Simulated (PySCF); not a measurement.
Compounds:
1. SMILES CO/C=P\CN(C)C, C5H12NOP
2. SMILES Cl[C@@H](C=C)[SiH2]O, C3H7ClOSi
3. `C=CC(=O)[Si@@H](C)F`, C4H7FOSi
4. `C1=C(C2CC2)C=PC=C1`, C8H9P
5. SMILES C=C[Si@@H](O[SiH3])[Si@H](C)P, C3H13OPSi3
6. `C#C[C@](C)(F)[SiH2]O`, C4H7FOSi

Calculated, not measured (PySCF 2.14): PBE0/pcSseg-1 with gauge-including orbitals, coordinates at the GFN2-xTB level. Non-relativistic, one averaged value for each set of equivalent atoms, isolated molecule, one computed conformer.

Chemical shifts δ = σref − σ; 1H and 13C vs TMS, all at this level. Shifts are as computed. Against solution values, carbons near 30 ppm lie about +3 ppm off and those near 130 ppm about +5 ppm; carbons on Cl a further +6 ppm. Of 1211 compounds with measured shifts, 218 miss one by over three times the rms of a fit or turn the order of signals round; such compounds aren't used in these exercises. Carbons bonded to Cl come out too deshielded. OH and NH positions are gas-phase values without hydrogen bonding to other molecules.

(1) Which show a 13C signal below 10 ppm?

(2) Which show a 13C signal above 185 ppm?

(3) Which give exactly 7 13C signals?

Answers

(1) 3 (-2.1: methyl carbon bonded to Si); 5 (-4.2: methyl carbon bonded to Si).

(2) 1 (202.7: carbon double-bonded to a heavier main-group atom); 3 (235.1: carbonyl carbon).

(3) 4 (δ 163.9, 161.8, 155.3, 139.1, 126.1, 22.3, 15.1).
